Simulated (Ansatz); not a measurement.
Relaxation of CH$_{4}$Br (6 atoms, charge 0, multiplicity 2), to a largest force component of 0.03 eV/Å in at most 50 steps.

Method: Ansatz 0.2.0, UKS r2SCANh/def2-SVP.

```xyz
6
Properties=species:S:1:pos:R:3:forces:R:3
H -0.079 -0.425 -0.069 -0.08 -0.47 -0.11
Br -0.452 -3.084 -0.896 0.00 0.03 0.01
C 0.091 0.617 0.179 0.07 0.45 0.11
H -0.847 1.061 0.531 0.00 0.00 0.00
H 0.439 1.150 -0.713 0.00 0.00 0.00
H 0.849 0.681 0.968 0.00 0.00 0.00
```

Problem. Where does it end, and by what steps?

Solution. The run converged. The force dipped under the threshold on the way, but the program's further checks kept it going. After 14 steps the energy has fallen by 0.035 eV; H5 moved furthest, 0.84 Å.

```json
{"step": "0", "energy less start (eV)": "0.0000", "largest force component (eV/Å)": "0.471", "accepted": "yes"}
{"step": "1", "energy less start (eV)": "-0.0032", "largest force component (eV/Å)": "0.146", "accepted": "yes"}
{"step": "2", "energy less start (eV)": "-0.0049", "largest force component (eV/Å)": "0.032", "accepted": "yes"}
{"step": "3", "energy less start (eV)": "-0.0107", "largest force component (eV/Å)": "0.234", "accepted": "yes"}
{"step": "4", "energy less start (eV)": "-0.0143", "largest force component (eV/Å)": "0.022", "accepted": "yes"}
{"step": "5", "energy less start (eV)": "-0.0164", "largest force component (eV/Å)": "0.387", "accepted": "yes"}
{"step": "6", "energy less start (eV)": "-0.0209", "largest force component (eV/Å)": "0.151", "accepted": "yes"}
{"step": "7", "energy less start (eV)": "-0.0272", "largest force component (eV/Å)": "0.028", "accepted": "yes"}
{"step": "8", "energy less start (eV)": "-0.0296", "largest force component (eV/Å)": "0.198", "accepted": "yes"}
{"step": "9", "energy less start (eV)": "-0.0309", "largest force component (eV/Å)": "0.242", "accepted": "yes"}
{"step": "10", "energy less start (eV)": "-0.0337", "largest force component (eV/Å)": "0.094", "accepted": "yes"}
{"step": "11", "energy less start (eV)": "-0.0344", "largest force component (eV/Å)": "0.019", "accepted": "yes"}
{"step": "12", "energy less start (eV)": "-0.0350", "largest force component (eV/Å)": "0.041", "accepted": "yes"}
{"step": "13", "energy less start (eV)": "-0.0351", "largest force component (eV/Å)": "0.047", "accepted": "yes"}
{"step": "14", "energy less start (eV)": "-0.0352", "largest force component (eV/Å)": "0.011", "accepted": "yes"}
```

```xyz
6
Properties=species:S:1:pos:R:3
H -0.314 -0.445 0.723
Br -0.189 -2.436 -1.292
C 0.038 0.486 0.258
H -0.753 1.241 0.332
H 0.279 0.326 -0.802
H 0.939 0.827 0.781
```

The run took 75 s on 2 threads of Intel(R) Xeon(R) Platinum 8488C (Sapphire Rapids) (shared host), peak memory 0.24 GiB.
